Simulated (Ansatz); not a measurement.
Two isomers of C3H6OSi: A = `C=C1[SiH2]C1O`, B = `C=C1OC1[SiH3]`.

Program: Ansatz. Geometries: PBE0-D4/def2-TZVP. ΔE: electronic, gas phase. CCSD(T)/CBS is the MP2 limit (def2-TZVPP, def2-QZVPP) plus CCSD(T) − MP2 in def2-TZVPP, frozen cores. DFT in def2-TZVPP. B3LYP here is the variant with VWN-RPA as its local correlation; programs differ in this. One conformer a species, not always the lowest.

A:

Z-matrix (Å, degrees):
```
Si
C 1 1.922
C 1 2.414 2 35.3
H 1 1.501 2 102.2 3 -61.9
H 1 1.500 2 104.5 3 44.8
C 2 1.328 1 130.2 3 165.6
O 3 1.341 1 124.0 2 -110.0
H 3 1.082 1 99.2 2 124.6
H 6 1.083 2 121.0 1 8.5
H 6 1.087 2 121.3 1 -173.1
H 7 0.965 3 108.8 1 63.2
```

B:

```xyz
11

C     0.723    1.525   -1.396
C     0.174    0.397   -1.003
O    -0.911   -0.353   -1.248
C     0.076   -0.804   -0.226
Si   -0.546   -0.775    1.548
H     0.254    2.134   -2.158
H     1.657    1.847   -0.959
H     0.661   -1.656   -0.570
H    -1.310    0.477    1.759
H     0.629   -0.831    2.456
H    -1.408   -1.959    1.797
```

Question: Which is lower in electronic energy at CCSD(T)/CBS, and by how much? (Best estimate.)

Answer: Computed: B, by 75.0 kJ/mol.

Question: Give E(B) − E(A) in kJ/mol with B3LYP-D4, r2SCAN-D4, CCSD(T)/def2-TZVPP, PBE-D4, HF/def2-TZVPP, ωB97M-V, B3LYP. (Estimate.)

Answer: Computed: B3LYP-D4 -68.1, r2SCAN-D4 -66.3, CCSD(T)/def2-TZVPP -76.2, PBE-D4 -50.3, HF/def2-TZVPP -145.7, ωB97M-V -92.4, B3LYP -73.9. None reverses the order clearly.

Largest T1 diagnostic: 0.023.

From PBE to PBE0 (25 % exact exchange), in def2-TZVPP and without D4, E(B) − E(A) moves by −22.1 kJ/mol. The D4 term adds +5.9 kJ/mol with B3LYP and +2.9 kJ/mol with PBE0; it sums over pairs of atoms, weighted by their polarisabilities, and B3LYP, whose exchange is more repulsive, gets the larger term.
